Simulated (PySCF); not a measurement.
# NaSb from Hartree–Fock to correlated methods

State: ³Σ⁻ (triplet), unpaired electrons π ↑↑. Set-up: PySCF, scalar-relativistic core potentials, basis sets Na cc-pVDZ, Sb cc-pVDZ-PP with ECP28. De refers to Na + Sb in their high-spin ground configurations, without counterpoise correction. The functionals are run spin-unrestricted. A positive dipole means Na(−)Sb(+).

| Level | Re (Å) | ωe (cm⁻¹) | De (eV) | μ (D) |
| --- | --- | --- | --- | --- |
| ROHF | 2.960 | 210 | 0.143 | -8.05 |
| ROHF-MP2 | 2.967 | 208 | 0.76 | n/a |
| ROHF-SCS-MP2 | 2.974 | 206 | 0.76 | n/a |
| ROHF-CCSD | 2.992 | 197 | 0.81 | n/a |
| ROHF-CCSD(T) | 2.998 | 194 | 0.86 | n/a |
| PBE | 2.945 | 197 | 1.27 | -5.65 |
| revPBE | 2.976 | 191 | 1.16 | -5.76 |
| r²SCAN | 2.944 | 199 | 1.22 | -6.53 |
| PBE0 | 2.929 | 204 | 1.18 | -6.47 |
| M06 | 2.947 | 201 | 1.53 | -7.38 |
| HSE06 | 2.932 | 203 | 1.23 | -6.42 |
| M06-2X | 2.904 | 213 | 1.10 | -6.82 |

Q: Which functional lies closest to ROHF-CCSD(T) in De, which farthest, and by how much do they differ from it?

A: Closest is M06-2X (-9.4 pm in Re, +9.8 % in ωe, +0.24 eV in De against ROHF-CCSD(T) in the same basis), farthest M06 (-5.1 pm in Re, +3.6 % in ωe, +0.67 eV in De). CCSD(T) converges more slowly with the basis than the functionals do and binds too weakly in this one, so the order can change at the basis-set limit.

Q: What does a quarter of exact exchange do here, going from PBE to PBE0?

A: PBE0 less PBE: -1.6 pm in Re, +3.6 % in ωe, -0.09 eV in De. Exact exchange removes part of the self-interaction that spreads semilocal densities, and in most molecules shortens and stiffens the bond and lowers De; so it does here.

Q: What does second-order correlation do here, going from ROHF to ROHF-MP2?

A: ROHF-MP2 less ROHF: +0.7 pm in Re, -1.0 % in ωe, +0.62 eV in De. Correlation nearly always deepens the well. The bond lengthens, as in strong covalent bonds, where excitations into antibonding orbitals dominate.

Correlated steps freeze 5 core orbitals. Correlated levels converge slowly with the basis: in double zeta they bind strong bonds too weakly, by up to about 1 eV, and carry superposition errors of some tenths. Spin–orbit coupling is left out, which matters for elements this heavy, above all for dissociation energies. The state was picked by a PBE0 search and need not be the measured ground state.

The whole job (state search and all levels along the bond) took about 2.7 min on 1 thread of Intel Xeon Platinum 8259CL @ 2.50GHz (shared host), peak memory 0.42 GiB.
